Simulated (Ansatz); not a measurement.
Ansatz (a program for electronic structure) input (B3LYP/6-31G*):

Ansatz 0.2 input:
```yaml
crystal:
  periodic: [false, false, false]
  atoms:
    - {symbol: C, position_ang: [-1.87814022, 0.20459878, 0.10959448]}
    - {symbol: C, position_ang: [-0.43397472, -0.09393709, -0.07523644]}
    - {symbol: O, position_ang: [0.00444678, -1.09404704, -0.77900305]}
    - {symbol: O, position_ang: [0.42529163, 0.65858447, 0.47716402]}
    - {symbol: C, position_ang: [1.88091243, 0.41754557, 0.33349783]}
    - {symbol: H, position_ang: [-2.34851869, 0.37695816, -0.86680472]}
    - {symbol: H, position_ang: [-2.00162685, 1.08803534, 0.73633011]}
    - {symbol: H, position_ang: [-2.37632008, -0.65294101, 0.57944700]}
    - {symbol: H, position_ang: [2.13957111, 0.48168377, -0.72337337]}
    - {symbol: H, position_ang: [2.33379353, 1.21796254, 0.91219342]}
    - {symbol: H, position_ang: [2.11132545, -0.56467369, 0.74599016]}
    - {symbol: H, position_ang: [-0.70891669, -1.63256813, -1.17620563]}
basis:
  gaussian:
    orbitals: 6-31G*
hamiltonian:
  xc: {name: B3LYP}
total_charge: 1
phonons: {temperatures: {t_min: 298.15, t_max: 298.15, t_step: 100}}
```

Output:

```
Functional definition: B3LYP
integrals: 0.04 GiB planned
1008 factors; integrals over basis functions are off by at most 4.1e-4 eV
mean field: 0.32 GiB planned
mean field evaluation 1: about -7300.8904 eV, gradient 7.7e1 eV
mean field evaluation 2: about -7294.4277 eV, gradient 9.8e1 eV
mean field evaluation 4: about -7312.0388 eV, gradient 3.6e0 eV
mean field evaluation 8: about -7312.0843 eV, gradient 3.3e-1 eV
mean field evaluation 16: about -7312.0845 eV, gradient 4.7e-5 eV
mean field -7312.08450615 eV, -268.7141492922 hartree, gradient 4.7e-5 eV, S^2 0.000000; 0 other end points of the search recorded, 0 dependent functions left out
the calculation of the forces begins
reference -7312.08469448 eV, -268.7141562130 hartree; 20, 20 occupied and 69, 69 virtual orbitals, 1008 factors
these checks for a lower state are left out or cut short: stability, starts, cluster_reference, orbital_swaps, neighbouring_geometries, increment
integrals: 0.04 GiB planned
1008 factors; integrals over basis functions are off by at most 4.1e-4 eV
mean field: 0.32 GiB planned
mean field -7312.08432522 eV, -268.7141426432 hartree, gradient 1.4e-6 eV, S^2 0.000000; 0 other end points of the search recorded, 0 dependent functions left out
the calculation of the forces begins
reference -7312.08451355 eV, -268.7141495642 hartree; 20, 20 occupied and 69, 69 virtual orbitals, 1008 factors
these checks for a lower state are left out or cut short: stability, starts, cluster_reference, orbital_swaps, neighbouring_geometries, increment
integrals: 0.04 GiB planned
1008 factors; integrals over basis functions are off by at most 4.2e-4 eV
mean field: 0.32 GiB planned
mean field -7312.08431055 eV, -268.7141421040 hartree, gradient 1.5e-6 eV, S^2 0.000000; 0 other end points of the search recorded, 0 dependent functions left out
the calculation of the forces begins
reference -7312.08449887 eV, -268.7141490247 hartree; 20, 20 occupied and 69, 69 virtual orbitals, 1008 factors
these checks for a lower state are left out or cut short: stability, starts, cluster_reference, orbital_swaps, neighbouring_geometries, increment
integrals: 0.04 GiB planned
1008 factors; integrals over basis functions are off by at most 4.1e-4 eV
mean field: 0.32 GiB planned
mean field evaluation 32: about -7312.0606 eV, gradient 1.6e-1 eV
mean field -7312.08434973 eV, -268.7141435437 hartree, gradient 2.7e-6 eV, S^2 0.000000; 0 other end points of the search recorded, 0 dependent functions left out
the calculation of the forces begins
reference -7312.08453804 eV, -268.7141504642 hartree; 20, 20 occupied and 69, 69 virtual orbitals, 1008 factors
these checks for a lower state are left out or cut short: stability, starts, cluster_reference, orbital_swaps, neighbouring_geometries, increment
integrals: 0.04 GiB planned
1008 factors; integrals over basis functions are off by at most 4.1e-4 eV
mean field: 0.32 GiB planned
mean field -7312.08434817 eV, -268.7141434864 hartree, gradient 9.5e-7 eV, S^2 0.000000; 0 other end points of the search recorded, 0 dependent functions left out
the calculation of the forces begins
reference -7312.08453651 eV, -268.7141504077 hartree; 20, 20 occupied and 69, 69 virtual orbitals, 1008 factors
these checks for a lower state are left out or cut short: stability, starts, cluster_reference, orbital_swaps, neighbouring_geometries, increment
integrals: 0.04 GiB planned
1008 factors; integrals over basis functions are off by at most 4.1e-4 eV
mean field: 0.32 GiB planned
mean field -7312.08424763 eV, -268.7141397918 hartree, gradient 9.9e-7 eV, S^2 0.000000; 0 other end points of the search recorded, 0 dependent functions left out
the calculation of the forces begins
reference -7312.08443600 eV, -268.7141467142 hartree; 20, 20 occupied and 69, 69 virtual orbitals, 1008 factors
these checks for a lower state are left out or cut short: stability, starts, cluster_reference, orbital_swaps, neighbouring_geometries, increment
integrals: 0.04 GiB planned
1008 factors; integrals over basis functions are off by at most 4.1e-4 eV
mean field: 0.32 GiB planned
mean field -7312.08425891 eV, -268.7141402063 hartree, gradient 2.8e-6 eV, S^2 0.000000; 0 other end points of the search recorded, 0 dependent functions left out
the calculation of the forces begins
reference -7312.08444720 eV, -268.7141471257 hartree; 20, 20 occupied and 69, 69 virtual orbitals, 1008 factors
these checks for a lower state are left out or cut short: stability, starts, cluster_reference, orbital_swaps, neighbouring_geometries, increment
integrals: 0.04 GiB planned
1008 factors; integrals over basis functions are off by at most 4.1e-4 eV
mean field: 0.32 GiB planned
mean field -7312.08434863 eV, -268.7141435034 hartree, gradient 2.0e-6 eV, S^2 0.000000; 0 other end points of the search recorded, 0 dependent functions left out
[...]
1008 factors; integrals over basis functions are off by at most 4.1e-4 eV
mean field: 0.32 GiB planned
mean field evaluation 224: about -7312.0845 eV, gradient 6.0e-6 eV
mean field -7312.08449091 eV, -268.7141487320 hartree, gradient 2.9e-6 eV, S^2 0.000000; 0 other end points of the search recorded, 0 dependent functions left out
the calculation of the forces begins
reference -7312.08467923 eV, -268.7141556527 hartree; 20, 20 occupied and 69, 69 virtual orbitals, 1008 factors
these checks for a lower state are left out or cut short: stability, starts, cluster_reference, orbital_swaps, neighbouring_geometries, increment
integrals: 0.04 GiB planned
1008 factors; integrals over basis functions are off by at most 4.1e-4 eV
mean field: 0.32 GiB planned
mean field -7312.08449218 eV, -268.7141487787 hartree, gradient 2.4e-6 eV, S^2 0.000000; 0 other end points of the search recorded, 0 dependent functions left out
the calculation of the forces begins
reference -7312.08468051 eV, -268.7141556996 hartree; 20, 20 occupied and 69, 69 virtual orbitals, 1008 factors
these checks for a lower state are left out or cut short: stability, starts, cluster_reference, orbital_swaps, neighbouring_geometries, increment
integrals: 0.04 GiB planned
1008 factors; integrals over basis functions are off by at most 4.1e-4 eV
mean field: 0.32 GiB planned
mean field -7312.08440198 eV, -268.7141454641 hartree, gradient 1.6e-6 eV, S^2 0.000000; 0 other end points of the search recorded, 0 dependent functions left out
the calculation of the forces begins
reference -7312.08459029 eV, -268.7141523840 hartree; 20, 20 occupied and 69, 69 virtual orbitals, 1008 factors
these checks for a lower state are left out or cut short: stability, starts, cluster_reference, orbital_swaps, neighbouring_geometries, increment
integrals: 0.04 GiB planned
1008 factors; integrals over basis functions are off by at most 4.1e-4 eV
mean field: 0.32 GiB planned
mean field -7312.08440333 eV, -268.7141455137 hartree, gradient 1.3e-6 eV, S^2 0.000000; 0 other end points of the search recorded, 0 dependent functions left out
the calculation of the forces begins
reference -7312.08459168 eV, -268.7141524355 hartree; 20, 20 occupied and 69, 69 virtual orbitals, 1008 factors
these checks for a lower state are left out or cut short: stability, starts, cluster_reference, orbital_swaps, neighbouring_geometries, increment
integrals: 0.04 GiB planned
1008 factors; integrals over basis functions are off by at most 4.1e-4 eV
mean field: 0.32 GiB planned
mean field -7312.08441162 eV, -268.7141458183 hartree, gradient 2.4e-6 eV, S^2 0.000000; 0 other end points of the search recorded, 0 dependent functions left out
the calculation of the forces begins
reference -7312.08459994 eV, -268.7141527389 hartree; 20, 20 occupied and 69, 69 virtual orbitals, 1008 factors
these checks for a lower state are left out or cut short: stability, starts, cluster_reference, orbital_swaps, neighbouring_geometries, increment
integrals: 0.04 GiB planned
1008 factors; integrals over basis functions are off by at most 4.1e-4 eV
mean field: 0.32 GiB planned
mean field evaluation 256: about -7312.0844 eV, gradient 4.2e-5 eV
mean field -7312.08440927 eV, -268.7141457318 hartree, gradient 2.6e-6 eV, S^2 0.000000; 0 other end points of the search recorded, 0 dependent functions left out
the calculation of the forces begins
reference -7312.08459760 eV, -268.7141526528 hartree; 20, 20 occupied and 69, 69 virtual orbitals, 1008 factors
these checks for a lower state are left out or cut short: stability, starts, cluster_reference, orbital_swaps, neighbouring_geometries, increment
integrals: 0.04 GiB planned
1008 factors; integrals over basis functions are off by at most 4.1e-4 eV
mean field: 0.32 GiB planned
mean field -7312.08448064 eV, -268.7141483546 hartree, gradient 1.1e-6 eV, S^2 0.000000; 0 other end points of the search recorded, 0 dependent functions left out
the calculation of the forces begins
reference -7312.08466895 eV, -268.7141552751 hartree; 20, 20 occupied and 69, 69 virtual orbitals, 1008 factors
these checks for a lower state are left out or cut short: stability, starts, cluster_reference, orbital_swaps, neighbouring_geometries, increment
integrals: 0.04 GiB planned
1008 factors; integrals over basis functions are off by at most 4.1e-4 eV
mean field: 0.32 GiB planned
mean field -7312.08448263 eV, -268.7141484280 hartree, gradient 1.5e-6 eV, S^2 0.000000; 0 other end points of the search recorded, 0 dependent functions left out
the calculation of the forces begins
reference -7312.08467097 eV, -268.7141553491 hartree; 20, 20 occupied and 69, 69 virtual orbitals, 1008 factors
these checks for a lower state are left out or cut short: stability, starts, cluster_reference, orbital_swaps, neighbouring_geometries, increment
integrals: 0.04 GiB planned
1008 factors; integrals over basis functions are off by at most 4.1e-4 eV
mean field: 0.32 GiB planned
mean field -7312.08442764 eV, -268.7141464068 hartree, gradient 2.3e-6 eV, S^2 0.000000; 0 other end points of the search recorded, 0 dependent functions left out
the calculation of the forces begins
reference -7312.08461590 eV, -268.7141533252 hartree; 20, 20 occupied and 69, 69 virtual orbitals, 1008 factors
these checks for a lower state are left out or cut short: stability, starts, cluster_reference, orbital_swaps, neighbouring_geometries, increment
integrals: 0.04 GiB planned
1008 factors; integrals over basis functions are off by at most 4.1e-4 eV
mean field: 0.32 GiB planned
mean field -7312.08442554 eV, -268.7141463298 hartree, gradient 1.4e-6 eV, S^2 0.000000; 0 other end points of the search recorded, 0 dependent functions left out
the calculation of the forces begins
reference -7312.08461393 eV, -268.7141532531 hartree; 20, 20 occupied and 69, 69 virtual orbitals, 1008 factors
these checks for a lower state are left out or cut short: stability, starts, cluster_reference, orbital_swaps, neighbouring_geometries, increment
integrals: 0.04 GiB planned
1008 factors; integrals over basis functions are off by at most 4.1e-4 eV
mean field: 0.32 GiB planned
mean field evaluation 288: about -7312.0845 eV, gradient 3.1e-5 eV
mean field -7312.08446276 eV, -268.7141476977 hartree, gradient 1.8e-6 eV, S^2 0.000000; 0 other end points of the search recorded, 0 dependent functions left out
the calculation of the forces begins
reference -7312.08465106 eV, -268.7141546174 hartree; 20, 20 occupied and 69, 69 virtual orbitals, 1008 factors
these checks for a lower state are left out or cut short: stability, starts, cluster_reference, orbital_swaps, neighbouring_geometries, increment
integrals: 0.04 GiB planned
1008 factors; integrals over basis functions are off by at most 4.1e-4 eV
mean field: 0.32 GiB planned
mean field -7312.08446223 eV, -268.7141476781 hartree, gradient 1.1e-6 eV, S^2 0.000000; 0 other end points of the search recorded, 0 dependent functions left out
the calculation of the forces begins
reference -7312.08465059 eV, -268.7141546001 hartree; 20, 20 occupied and 69, 69 virtual orbitals, 1008 factors
Total energy: -7312.08469448 eV, -268.7141562130 hartree
Atom 0 at    -1.878140     0.204599     0.109594 Å, force     0.000283     0.002600     0.001857 eV/Å
Atom 1 at    -0.433975    -0.093937    -0.075236 Å, force    -0.001898    -0.001962    -0.001434 eV/Å
Atom 2 at     0.004447    -1.094047    -0.779003 Å, force     0.001823    -0.000397    -0.000248 eV/Å
Atom 3 at     0.425292     0.658584     0.477164 Å, force    -0.001215     0.001864     0.001304 eV/Å
Atom 4 at     1.880912     0.417546     0.333498 Å, force     0.000406    -0.001370    -0.000968 eV/Å
Atom 5 at    -2.348519     0.376958    -0.866805 Å, force     0.000363     0.000321    -0.000578 eV/Å
Atom 6 at    -2.001627     1.088035     0.736330 Å, force    -0.000856    -0.000854    -0.000624 eV/Å
Atom 7 at    -2.376320    -0.652941     0.579447 Å, force     0.000342    -0.000447     0.000501 eV/Å
Atom 8 at     2.139571     0.481684    -0.723373 Å, force     0.000577    -0.000250    -0.000085 eV/Å
Atom 9 at     2.333794     1.217963     0.912193 Å, force    -0.000548     0.000267     0.000180 eV/Å
Atom 10 at     2.111325    -0.564674     0.745990 Å, force     0.000579    -0.000172    -0.000194 eV/Å
Atom 11 at    -0.708917    -1.632568    -1.176206 Å, force     0.000144     0.000400     0.000288 eV/Å
Dipole moment:    -0.290989    -0.272522    -0.199661 e Å
Vibrations: 57.44 104.91 208.43 268.70 409.77 578.98 601.09 666.44 845.94 954.96 1048.32 1076.34 1168.40 1176.60 1237.34 1419.85 1455.45 1479.35 1487.50 1489.57 1508.73 1508.83 1690.58 3059.27 3112.76 3121.15 3195.95 3216.16 3248.28 3672.07 cm⁻¹, zero-point energy 2.793931 eV
```

The blocks after the first are displaced geometries, from whose forces the wavenumbers follow.

The dipole moment of an ion depends on the origin.
